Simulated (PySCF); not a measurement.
## Removing the step error of a finite difference

System: CuI, singlet, geometry from GFN2-xTB (such geometries of metal compounds can be far from the true shape) (core potentials on I), atoms displaced at random by about 0.08 Å a coordinate. Level: PBE/def2-SVP, gradient in PySCF. Sums are taken with unrounded values, so a last digit can differ.

Central differences of the energy along x of atom 1 gave a gradient component of 0.000339 Eh/bohr at step 0.05 and 0.000375 Eh/bohr at step 0.2 (atomic units).

Q: Extrapolate to zero step.

A: The leading error of a symmetric difference goes as h², so A(h) = A0 + c h². Then c = (0.000375 - (0.000339))/(0.2² - 0.05²) = 0.000953 (atomic units) and A0 = 0.000339 - c × 0.05² = 0.000336 Eh/bohr. The analytic value from the same program and level (with grid response) is 0.000336 Eh/bohr: the smaller step missed it by 0.000003, the extrapolation by 0.000000.
